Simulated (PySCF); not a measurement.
Structure problem from calculated spectra and properties.

Formula: C5H9N3Si.

* Dipole: 5.01 D [CAM-B3LYP/def2-SVPD]
* Triplet: lowest triplet excitation (Tamm–Dancoff): 4.37 eV [TDA CAM-B3LYP/def2-SVPD]
* NMR, other nuclei: isotropic shieldings of nuclei other than C and H, by class: -155 (1 N), -142 (1 N), 3 (1 N), 401 (1 Si) ppm [GIAO PBE0/pcSseg-1]
* Rotational structure: rotational constants A, B, C: 1.911, 1.320, 0.826 GHz [PBE0-D3(BJ)/def2-SVP]
* UV, strongest line: among the 10 lowest singlet transitions: S2 at 6.29 eV (197 nm, f = 0.156) [TDDFT CAM-B3LYP/def2-SVPD]
* UV, first state: lowest singlet excitation: 5.50 eV (225 nm, f = 0.008) [TDDFT CAM-B3LYP/def2-SVPD]
* 13C NMR: chemical shifts (computed TMS as zero) by class: 149.6 (1 C), 136.4 (1 C), 7.6 (2 C), 6.2 (1 C) ppm [GIAO PBE0/pcSseg-1]
* 1H NMR: chemical shifts (computed TMS as zero) by class: 7.45 (1 H), 5.22 (3 H), 1.76 (1 H), 0.95 (2 H), 0.66 (2 H) ppm [GIAO PBE0/pcSseg-1]
* Polarisability: 99.7 au [CAM-B3LYP/def2-SVPD]

The electronic properties come from PySCF, for the isolated species, density fitting. Levels stand in brackets. The structure is a single PBE0-D3(BJ)/def2-SVP conformer in the gas phase; no vibrational or solvent corrections. Each NMR value is the plain mean over a class of atoms that symmetry, rotation or inversion makes alike.

Question: Propose a structure and show how it fits.

Answer: Numbering: `[SiH3:1][n:2]1[n:3][n:4][cH:5][c:6]1[CH:7]1[CH2:8][CH2:9]1`. Its formula, C5H9N3Si, gives 4 degrees of unsaturation: 2 rings and 2 π bonds in the structure found (Kekulé form). 5 carbons fall into 4 classes; from least to most shielded: substituted aromatic carbon [C6] (149.6 ppm), aromatic CH next to a ring nitrogen [C5] (136.4 ppm), three-membered-ring carbon [C8/C9] (7.6 ppm, 2 C), benzylic-type carbon [C7] (6.2 ppm). Hydrogen classes from least to most shielded: 1 H on an aromatic CH next to a ring nitrogen, C5 (7.45 ppm), 3 H on an SiH3 silicon, Si1 (5.22 ppm), 1 H on a benzylic-type carbon, C7 (1.76 ppm), 2 H on 2 three-membered-ring carbons, C8/C9 (0.95 ppm), 2 H on 2 three-membered-ring carbons, C8/C9 (0.66 ppm, a mean of values up to 0.6 ppm apart in this geometry). The other shieldings belong to: -155 ppm, pyridine-type nitrogen [N3]; -142 ppm, pyridine-type nitrogen [N4]; 3 ppm, pyrrole-type nitrogen [N2]; 401 ppm, SiH3 silicon [Si1]. The optimised geometry has point group C1 and is an asymmetric top. Structure: `n1([SiH3])c(cnn1)C1CC1`. Computed isomers that give other values at the same levels: `C=CCn1ncc([SiH3])n1` (rotational constant A: 3.468 GHz; this holds for the one conformer computed). The assignments are read from this structure; whether some other isomer fits the data as well wasn't checked.

Shape of the structure used: `[SiH3:1][n:2]1[n:3][n:4][cH:5][c:6]1[CH:7]1[CH2:8][CH2:9]1`: C5–C6–C7–C8 105°.
